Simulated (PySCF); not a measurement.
How methods differ on the ionisation energy of Al(2+)

Al(2+) [Ne] 3s1 (2S) → Al(3+) [Ne] (1S), as a difference of total energies. All numbers are calculated (PySCF 2.14, scalar relativity by spin-free X2C-1e, in cc-pVTZ-DK). The calculations carry no spin-orbit coupling.

```json
{"method": "UHF", "ionisation energy (eV)": "28.087", "error (eV)": "-0.361"}
{"method": "MN15", "ionisation energy (eV)": "28.054", "error (eV)": "-0.394"}
{"method": "PBE", "ionisation energy (eV)": "28.862", "error (eV)": "+0.414"}
```

Reference: 28.448 eV (measured; NIST Atomic Spectra Database, ionization energies).
